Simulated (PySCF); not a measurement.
CF2GaNO, SMILES C(=[N][Ga]([F])[F])=O. Atoms are numbered in the order given.

```xyz
6

Ga     0.0049     0.6662     0.0000
F      1.2671     1.8578     0.0000
F     -1.6417     1.2265     0.0000
N      0.4212    -1.0815     0.0000
C      0.1379    -2.2587     0.0000
O     -0.0693    -3.4110     0.0000
```

Coordinates come from a TPSSh-D3(BJ)/def2-SVP optimisation. The structure was generated by enumeration; whether it is a known compound was not checked. The values are those of a single conformer.

These are PySCF with PBE/def2-TZVP values and carry that method's errors.

The molecule is in vacuum.

Computed frontier levels, gap, dipole moment and polarisability:
| Item | Value |
|---|---|
| highest occupied level | -7.99 eV |
| lowest empty level | -3.01 eV |
| orbital gap | 4.98 eV |
| dipole moment | 0.16 D |
| quadrupole, principal values (traceless, Buckingham form, about the centre of nuclear charge) | -9.81, -1.67, 11.48 D·Å |
| mean static polarisability | 43.8 bohr³ (6.50 Å³) |
| polarisability, principal values | 27.9, 35.4, 68.2 bohr³ |
